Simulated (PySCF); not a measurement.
C₂H₇ClSi, SMILES CC[SiH2]Cl. Geometry optimised at B3LYP-D3(BJ)/def2-SVP. The values are those of a single conformer.

Computed equilibrium geometry at B3LYP-D3(BJ)/def2-SVP (PySCF confirms it by a frequency run) as a Z-matrix (one conformer of several):
```
C
H 1 1.1042
H 1 1.1060 2 105.98
C 1 1.5338 2 110.67 3 120.30
H 4 1.1012 1 110.97 2 62.81
H 4 1.1015 5 107.79 1 122.37
H 4 1.1023 5 107.39 6 115.58
Si 1 1.8785 2 107.55 3 -114.08
H 8 1.4884 1 111.31 2 53.99
H 8 1.4892 9 109.70 1 -123.65
Cl 8 2.0903 9 107.95 10 -116.85
```
Charge 0, spin multiplicity 1.
